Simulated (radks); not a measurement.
Values are calculated unless marked as measured or tabulated.
Excited configurations of Er22+: one electron is placed in a higher orbital outside [Kr] 4d9. The ground configuration is [Kr] 4d10. Level of theory: scalar-relativistic Kohn-Sham, SCAN, spin-polarised, spherical densities, finite nucleus; open shells are filled with parallel spins first (spin-orbit coupling, left out, can overturn this in heavy ions); meta-GGA in the generalised Kohn-Sham scheme; Fermi nuclear charge, rms radius 5.2516 fm (a radial shooting solver on a logarithmic mesh with Libxc functionals). Excitation = E - E(ground); binding = E(ion) - E, where the ion is the core of charge +23; n* = 23/sqrt(2 binding) in atomic units. These energies are relativistic, and a one-electron ion of charge +23 with no core already has n* below n in this formula (scalar-relativistic equation, point nucleus: 5p 4.993, 6p 5.992, 6f 5.998, 7d 6.996). The quantum defect is therefore taken as that value minus n*, so that it holds no relativistic shift of the bare ion.

outer orbital  excitation (eV)  binding (eV)     n*  quantum defect  eigenvalue (eV)
5p                      294.82        480.70  3.869           1.123          -471.28
6p                      474.45        301.07  4.889           1.103          -295.54
6f                      541.56        233.96  5.546           0.451          -228.73
7d                      587.61        187.91  6.189           0.807          -184.38

The Delta-SCF ionisation energy is 775.52 eV (NIST Atomic Spectra Database: 770 eV, theoretical). Self-interaction in the functional shifts the binding energies and quantum defects, so they are the method's values and not measured ones. Open shells are spherical and high-spin; term and fine-structure splittings are not resolved. Spin-orbit splitting is averaged out at the scalar-relativistic level.
